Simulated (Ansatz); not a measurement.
Two structures of Si2H5OF5, singlet, reached by relaxing down either side of one saddle point (PBE0-D4/def2-TZVP). Energies are electronic, without zero-point energy. Computed with Ansatz 0.2.0 (basis: def2-TZVPP and def2-QZVPP); correlated methods freeze the cores. Extrapolation: Hartree–Fock as exp(−7.88 √X), correlation as X^−2.97. First:

| atom | x (Å) | y (Å) | z (Å) |
| --- | --- | --- | --- |
| Si1 | -0.7907 | -0.2329 | 1.3778 |
| O2 | -0.2474 | -0.4685 | -0.1279 |
| Si3 | -0.8437 | -0.0809 | -1.6515 |
| F4 | -1.2763 | 1.2366 | 1.5952 |
| F5 | 0.3489 | -0.6048 | 2.3789 |
| F6 | -2.0151 | -1.1779 | 1.6437 |
| H7 | 2.2522 | 0.9706 | 0.5036 |
| F8 | 1.7462 | 1.6867 | 0.8240 |
| H9 | 1.4436 | -0.7455 | -0.1773 |
| F10 | 2.3794 | -0.6307 | -0.1975 |
| H11 | -1.0282 | -1.3526 | -2.3836 |
| H12 | 0.1635 | 0.7745 | -2.3122 |
| H13 | -2.1323 | 0.6256 | -1.4733 |

Second:

```json
{"atom": "Si1", "x (Å)": "-0.3189", "y (Å)": "0.0415", "z (Å)": "1.4052"}
{"atom": "O2", "x (Å)": "0.1529", "y (Å)": "0.0127", "z (Å)": "-0.3365"}
{"atom": "Si3", "x (Å)": "-0.9387", "y (Å)": "-0.4453", "z (Å)": "-1.6025"}
{"atom": "F4", "x (Å)": "-0.9155", "y (Å)": "1.3645", "z (Å)": "2.0390"}
{"atom": "F5", "x (Å)": "-0.1177", "y (Å)": "-1.2497", "z (Å)": "2.2998"}
{"atom": "F6", "x (Å)": "-1.7607", "y (Å)": "-0.4608", "z (Å)": "0.7822"}
{"atom": "H7", "x (Å)": "2.3818", "y (Å)": "0.7829", "z (Å)": "0.5577"}
{"atom": "F8", "x (Å)": "1.2620", "y (Å)": "0.5493", "z (Å)": "1.6602"}
{"atom": "H9", "x (Å)": "1.0804", "y (Å)": "0.2733", "z (Å)": "-0.5686"}
{"atom": "F10", "x (Å)": "2.6047", "y (Å)": "0.7596", "z (Å)": "-0.3670"}
{"atom": "H11", "x (Å)": "-1.3290", "y (Å)": "-1.8527", "z (Å)": "-1.4287"}
{"atom": "H12", "x (Å)": "-0.0497", "y (Å)": "-0.2901", "z (Å)": "-2.7785"}
{"atom": "H13", "x (Å)": "-2.0513", "y (Å)": "0.5147", "z (Å)": "-1.6624"}
```

Question: Which bonds change from the first to the second?

Answer: Si₂H₃OF₃ ([F][Si]([F])([F])[O][SiH3]) + HF + HF → SiF₄ ([F][Si]([F])([F])[F]) + SiH₄O ([OH][SiH3]) + HF (still joined by a long Si–O bond); bonds formed: Si1–F8, O2–H9, H7–F10; bonds broken: H7–F8, H9–F10; bonds weakened to dative contacts: Si1–O2.

Question: Give the saddle point's structure and its height above each. (An estimate is asked for; the value comes from the calculation.)

Answer: The calculation gives: 0.592 eV above the first and 0.447 eV above the second (CCSD(T) at an estimated basis limit (MP2 extrapolated from triple and quadruple zeta, plus CCSD(T) − MP2 in triple zeta)).
Si1  (-0.357, 0.022, 1.321)
O2  (0.129, 0.003, -0.318)
Si3  (-0.898, -0.431, -1.616)
F4  (-0.784, 1.395, 1.967)
F5  (0.028, -1.201, 2.237)
F6  (-1.841, -0.484, 0.911)
H7  (2.042, 0.698, 0.738)
F8  (1.419, 0.610, 1.640)
H9  (1.270, 0.321, -0.552)
F10  (2.337, 0.658, -0.407)
H11  (-1.314, -1.837, -1.461)
H12  (-0.002, -0.266, -2.783)
H13  (-2.029, 0.512, -1.679)
(Å)

No T1 diagnostic of these runs exceeds 0.012.

Steps of this kind, hydrogen fluoride cutting a network bond, underlie vapour etching and the fluorination step of atomic layer etching. Here a small cluster stands in for the surface site.

Labels in which every atom is bracketed show which atoms are joined, not bond orders.

For scale, one of the runs: CCSD(T)/def2-TZVPP, 340 basis functions, launched by `ansatz run in.yaml --threads 4 --pin off --events-out ev --progress --plain --max-ram 46080MiB --backend cuda --devices 0, --max-vram 37GiB`. Time: 13 s of wall clock on 4 CPU threads of an AMD EPYC 7R13 and a share of one NVIDIA H100; the host was shared. Peak host memory: 0.85 GiB.
